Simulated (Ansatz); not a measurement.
C5H9O, charge +1, singlet, geometry from GFN2-xTB; R2SCAN/STO-3G in Ansatz (a first-principles code).

Here is a job for Ansatz.
Ansatz 0.2 input:
```yaml
crystal:
  periodic: [false, false, false]
  atoms:
    - {symbol: O, position_ang: [1.98331428, -0.63990152, -0.02728142]}
    - {symbol: C, position_ang: [0.78245456, -0.23407416, -0.00464625]}
    - {symbol: C, position_ang: [0.31689025, 1.12909171, 0.26854165]}
    - {symbol: C, position_ang: [-1.16730756, 1.11833699, -0.12427967]}
    - {symbol: C, position_ang: [-1.58915877, -0.33179118, 0.12646995]}
    - {symbol: C, position_ang: [-0.34204424, -1.13686668, -0.25687164]}
    - {symbol: H, position_ang: [2.68935033, 0.01943392, 0.12315407]}
    - {symbol: H, position_ang: [0.41019061, 1.29208358, 1.35221572]}
    - {symbol: H, position_ang: [0.91336981, 1.90936287, -0.20995171]}
    - {symbol: H, position_ang: [-1.75480918, 1.82761363, 0.45161533]}
    - {symbol: H, position_ang: [-1.27179405, 1.36978737, -1.17969754]}
    - {symbol: H, position_ang: [-1.82052009, -0.48585570, 1.18041121]}
    - {symbol: H, position_ang: [-2.46133190, -0.61574005, -0.45514328]}
    - {symbol: H, position_ang: [-0.34313553, -1.35910584, -1.33335732]}
    - {symbol: H, position_ang: [-0.23283981, -2.10654762, 0.23372077]}
basis:
  gaussian:
    orbitals: STO-3G
hamiltonian:
  xc: r2scan
total_charge: 1
```

What the program printed (banner, timings and long lists left out):

```
Functional definition: r2SCAN
556 factors; integrals over basis functions are off by at most 4.9e-5 eV
mean field evaluation 1: about -7276.5136 eV, gradient 1.8e1 eV
mean field evaluation 2: about -7276.4587 eV, gradient 1.9e1 eV
mean field evaluation 4: about -7277.4928 eV, gradient 1.8e0 eV
mean field evaluation 8: about -7277.3491 eV, gradient 7.0e-2 eV
mean field -7277.34908788 eV, -267.4376462152 hartree, gradient 3.2e-5 eV, S^2 0.000000; 0 other end points of the search recorded, 0 dependent functions left out
reference -7277.34909479 eV, -267.4376464692 hartree; 23, 23 occupied and 16, 16 virtual orbitals, 556 factors
Total energy: -7277.34909479 eV, -267.4376464692 hartree
```
